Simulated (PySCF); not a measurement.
SMILES OB(O)C[SiH2]O[SiH3] (CH9BO3Si2), singlet, GFN2-xTB optimised geometry.

```
16

O      2.18    -0.33    -2.30
B      1.94    -0.15    -0.96
O      2.08     1.10    -0.47
C      1.44    -1.30     0.00
Si    -0.47    -1.30     0.00
O     -1.04     0.21     0.00
Si    -0.95     1.83    -0.01
H      2.05    -1.21    -2.64
H      2.34     1.75    -1.12
H      1.78    -1.11     1.02
H      1.80    -2.28    -0.29
H     -0.99    -1.91    -1.23
H     -0.99    -1.93     1.21
H     -0.06     2.28     1.05
H     -0.51     2.26    -1.34
H     -2.34     2.23     0.24
```

Density from PBE0/def2-TZVP (PySCF 2.14.0) at that geometry.

Minimum of the electron density along straight lines between bonded atoms, close to the bond critical point (lines longer than 1.1 times the sum of covalent radii, or with two minima, are not listed):

| bond | length / Å | ρ at the minimum / e bohr⁻³ | ∇²ρ there / e bohr⁻⁵ | position (fraction from the first atom) |
|---|---|---|---|---|
| O1–B2 | 1.365 | 0.207 | 0.94 | 0.67 |
| B2–O3 | 1.353 | 0.214 | 0.97 | 0.33 |
| B2–C4 | 1.580 | 0.183 | … | 0.33 |
| C4–Si5 | 1.904 | … | 0.14 | 0.61 |
| Si5–O6 | 1.616 | 0.141 | 0.96 | 0.42 |
| O6–Si7 | 1.624 | 0.138 | 0.92 | 0.59 |
| O1–H8 | 0.955 | 0.365 | -2.55 | 0.81 |
| O3–H9 | 0.958 | 0.362 | -2.51 | 0.81 |
| C4–H10 | 1.088 | 0.272 | -0.90 | 0.64 |
| C4–H11 | 1.089 | 0.270 | -0.88 | 0.63 |
| Si5–H12 | 1.468 | 0.126 | 0.18 | 0.49 |
| Si5–H13 | 1.463 | 0.127 | 0.17 | 0.49 |
| Si7–H14 | 1.458 | 0.128 | 0.19 | 0.49 |
| Si7–H15 | 1.463 | 0.126 | 0.18 | 0.49 |
| Si7–H16 | 1.464 | 0.126 | 0.18 | 0.49 |

### Question
Fill in the missing entries.

### Answer

- B2–C4, ∇²ρ there / e bohr⁻⁵: -0.30
- C4–Si5, ρ at the minimum / e bohr⁻³: 0.115
